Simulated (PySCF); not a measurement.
# SMILES [F][GeH2][n]1cccc1, C4H6FGeN

Geometry (Å), atoms numbered from 1 in this order:
```xyz
13

F     2.691   -0.733   -1.295
Ge    2.097   -0.130    0.229
N     0.284   -0.005    0.066
C    -0.630   -0.985    0.367
C    -1.886   -0.519    0.123
C    -1.751    0.807   -0.349
C    -0.420    1.091   -0.371
H     2.709    1.230    0.327
H     2.461   -1.210    1.197
H    -0.300   -1.942    0.728
H    -2.805   -1.053    0.262
H    -2.551    1.464   -0.633
H     0.097    1.985   -0.669
```

Computed with PySCF 2.14.0, GIAO PBE/pcSseg-1 magnetisability, rotational g tensor and spin-rotation constants, non-relativistic, gas phase. Geometry: GFN2-xTB.

The calculation is non-relativistic, which matters for the atoms heavier than Zn.

Question: How diamagnetic is it, and how anisotropic?

Answer: Isotropic -1263 × 10⁻³⁰ J/T², or -76.0 × 10⁻⁶ cm³/mol; principal values -1790, -1013, -985 × 10⁻³⁰ J/T², anisotropy 791 × 10⁻³⁰ J/T² (root of half the summed squared differences of the principal values). The susceptibility is in cgs units.

Question: Split it along the inertial axes a, b, c into diamagnetic and paramagnetic parts about the centre of mass, with the quadrupole moment.

Answer: 
```csv
axis,χ (10⁻⁶ cm³/mol),diamagnetic (10⁻⁶ cm³/mol),paramagnetic (10⁻⁶ cm³/mol),summed x² of all electrons (Å²),quadrupole Θ (D Å)
a,-60.5,-333.0,272.6,238.5,-0.42
b,-61.0,-1147.3,1086.2,46.5,+6.56
c,-106.7,-1209.2,1102.5,31.9,-6.13
```
Anisotropies 2χaa − χbb − χcc = +46.8 and 2χbb − χaa − χcc = +45.1 × 10⁻⁶ cm³/mol. Θ is traceless in Buckingham's convention.

Question: And the rotational g tensor?

Answer: 
```
axis  rotational constant (GHz)        g  nuclear part  electronic part
   a                     5.1432  -0.0792        0.5793          -0.6586
   b                     1.0565  -0.0180        0.5211          -0.5392
   c                     1.0218  +0.0080        0.5373          -0.5293
```
Asymmetric top; isotopes 12C, 19F, 74Ge, 1H, 14N; no vibrational averaging.
